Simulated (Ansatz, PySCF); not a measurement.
Gas-phase reaction R1 → P1, each structure at its B3LYP-D3(BJ)/def2-TZVP stationary point, reached from a drawn start; harmonic modes at that level show minima.
R1, C2H6O (SMILES CCO) (charge 0, multiplicity 1, Z-matrix in Å and degrees):
```
C
H 1 1.0909
H 1 1.0974 2 107.33
O 1 1.4249 2 105.23 3 117.79
H 4 0.9634 1 108.47 2 -179.87
C 1 1.5193 2 110.40 3 -120.22
H 6 1.0910 1 110.59 2 -60.60
H 6 1.0926 7 108.56 1 -121.64
H 6 1.0937 7 108.24 8 -116.57
```
P1, C2H6O (SMILES COC) (charge 0, multiplicity 1):
| atom | x (Å) | y (Å) | z (Å) |
|---|---|---|---|
| C | 1.1684 | 0.0559 | -0.0835 |
| O | -0.0359 | 0.2560 | -0.7878 |
| C | -1.1724 | -0.0275 | -0.0040 |
| H | 1.2720 | -0.9863 | 0.2472 |
| H | 1.2303 | 0.7066 | 0.7993 |
| H | 1.9868 | 0.2968 | -0.7603 |
| H | -1.1790 | -1.0737 | 0.3303 |
| H | -2.0498 | 0.1529 | -0.6234 |
| H | -1.2206 | 0.6192 | 0.8824 |

P less R. No zero-point or thermal terms.

Cores are frozen in the correlated methods. CBS(a, b) extrapolates the correlation energy as X⁻³ and adds the Hartree–Fock energy of set b.

Programs: Ansatz (a program for electronic structure) with Gaussian orbitals; PySCF for the D3/D4 terms. All values are computed, each at the level named.

```
level                          reaction energy (kcal/mol)
-----------------------------  --------------------------
revPBE/def2-TZVPP                                   11.20
B3LYP/def2-TZVPP                                    10.58
BHLYP/def2-TZVPP                                    10.84
BHLYP-D3(BJ)/def2-TZVPP                             11.00
MP2/CBS(cc-pVTZ, cc-pVQZ)                           12.97
SCS-MP2/cc-pVDZ                                     10.86
SCS-MP2/cc-pVTZ                                     11.40
CCSD(T)/cc-pVDZ                                       ___
CCSD(T)/CBS(cc-pVTZ, cc-pVQZ)                         ___
```

Problem. Some entries are withheld; supply them.

Solution. 
- CCSD(T)/cc-pVDZ, reaction energy (kcal/mol): 10.87
- CCSD(T)/CBS(cc-pVTZ, cc-pVQZ), reaction energy (kcal/mol): 12.20
